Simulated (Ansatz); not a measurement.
Consider the ligand exchange at the Sn–C bond: `[CH3][Sn]([OH])([OH])[F]` + HCl → `[OH][Sn]([OH])([F])[Cl]` + CH₄.

Program: Ansatz. Geometries: PBE0-D4/def2-TZVP. ΔE: electronic, gas phase. CBS: MP2 limit from def2 TZ/QZ plus the TZ coupled-cluster correction, frozen cores. This one scheme is used for every species. Functionals use def2-TZVPP. Elements past krypton have def2 core potentials. For Sn outer-core shells are correlated without core-valence functions, which leaves a few kJ/mol of doubt a bond. One conformer a species, not always the lowest.

`[CH3][Sn]([OH])([OH])[F]`:

Z-matrix (Å, degrees):
```
C
Sn 1 2.105
H 1 1.089 2 109.0
H 1 1.089 2 108.7 3 120.0
H 1 1.089 2 108.8 3 -120.0
O 2 1.944 1 110.5 3 -103.3
O 2 1.950 1 116.8 3 21.4
F 2 1.924 1 111.5 3 137.7
H 6 0.961 2 113.4 1 166.7
H 7 0.961 2 111.8 1 123.4
```

HCl:

Z-matrix (Å, degrees):
```
Cl
H 1 1.279
```

`[OH][Sn]([OH])([F])[Cl]`:

```xyz
7

O    -0.277   -1.311   -0.953
Sn   -0.206    0.307    0.105
O     1.093    0.078    1.509
F     0.319    1.697   -1.085
Cl   -2.194    0.947    1.020
H    -0.502   -1.148   -1.874
H     1.767   -0.570    1.278
```

CH₄:

Cartesian coordinates in Å:
```
C 0.000 0.000 0.000
H 0.218 -1.018 -0.323
H -1.055 0.080 0.260
H 0.228 0.694 -0.808
H 0.608 0.243 0.871
```

| level | ΔE (kJ/mol) |
| --- | --- |
| LDA (SPW92) | -72.0 |
| revPBE-D4 | -81.6 |
| ωB97X-V | -82.7 |
| HF/CBS(def2) | -99.1 |

Question: What does CCSD(T)/CBS give? (An estimate is asked.)

Answer: Ansatz gave: -78.8 kJ/mol. The listed levels differ from it by 6.8, -2.8, -3.9, -20.3 kJ/mol.

Largest T1 diagnostic among the species: 0.014.

From BLYP to BHLYP (50 % exact exchange), in def2-TZVPP and without D4, ΔE moves by −3.7 kJ/mol. At CCSD(T), def2-SVP lies −7.2 kJ/mol from the extrapolated value and def2-TZVPP +3.6 kJ/mol. In def2-TZVPP, CCSD(T) changes the Hartree–Fock value by +22.0 kJ/mol (the triples alone add +0.4 kJ/mol) and MP2 by +21.3 kJ/mol.
